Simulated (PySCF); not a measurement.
# Computed records: Al$_{2}$H$_{4}$, B$_{2}$H$_{3}$O

Computed with PySCF 2.14.0. Calculation on a computer-drawn molecule: optimised geometry and harmonic frequencies of an isolated molecule of the commonest isotopes, restricted reference for singlets and unrestricted otherwise, frozen core in MP2.

Common to all runs: multiplicity 1.

(1) Al$_{2}$H$_{4}$

Start structure:
```xyz
6
Al2H4
Al    -0.0326    -0.8068    -0.9685
Al     2.0130     0.7193    -0.3386
H     -0.9919    -1.2733    -2.0685
H     -0.1771    -1.1732     0.6001
H      1.7380     0.3150     1.1974
H      3.0873     1.7280    -0.7681
```

```
charge                                        : 0
method                                        : HF
basis                                         : cc-pV(D+d)Z
rotational constants                          : 68.94, 4.382, 4.382 GHz
total energy                                  : -486.1282 hartree
convergence status largest gradient component : 1.085e-05 hartree/bohr
```

Drawn bonds:
```tsv
atom	other atom	order
1	2	1
1	3	1
1	4	1
2	5	1
2	6	1
```

Optimised structure:
```xyz
6
Al2H4
Al     0.0337    -0.9673    -0.7349
Al     1.8453     0.8036    -0.0473
H     -1.1233    -0.6287    -1.7708
H      0.0292    -2.4411    -0.1396
H      1.6383     1.7830     1.1873
H      3.2136     0.9595    -0.8410
```

Modes:
```tsv
frequency (cm⁻¹)	reduced mass (dalton)
113.6	1.008
336.2	1.063
336.2	1.063
351.5	9.416
589.1	1.192
589.1	1.192
816.3	1.06
876.9	1.062
1937	1.026
1946	1.057
1946	1.057
1962	1.027
```

(2) B$_{2}$H$_{3}$O

Start structure:
```xyz
6
B2H3O
B     -0.6423    -1.8156    -0.7448
B      0.6252    -2.7446    -1.4337
O      1.5210    -3.4013    -1.9207
H     -0.2365    -1.3108     0.3093
H     -0.9661    -0.9303    -1.5460
H     -1.6035    -2.5610    -0.5196
```

```
charge                                        : -1
method                                        : MP2
basis                                         : aug-cc-pVDZ
rotational constants                          : 121.9, 7.056, 7.056 GHz
total energy                                  : -126.4622 hartree
convergence status largest gradient component : 1.419e-05 hartree/bohr
```

Drawn bonds:
```tsv
atom	other atom	order
1	2	1
2	3	2
1	4	1
1	5	1
1	6	1
```

Optimised structure:
```xyz
6
B2H3O
B     -0.6439    -1.8144    -0.7439
B      0.6154    -2.7375    -1.4284
O      1.5363    -3.4125    -1.9290
H     -0.2384    -1.3101     0.3092
H     -0.9674    -0.9299    -1.5445
H     -1.6043    -2.5593    -0.5190
```

Modes:
```tsv
frequency (cm⁻¹)	reduced mass (dalton)
312.3	2.56
312.5	2.561
649.6	3.913
766.9	1.743
767	1.743
1086	1.287
1162	1.05
1162	1.05
1778	12.06
2372	1.034
2400	1.106
2400	1.106
```
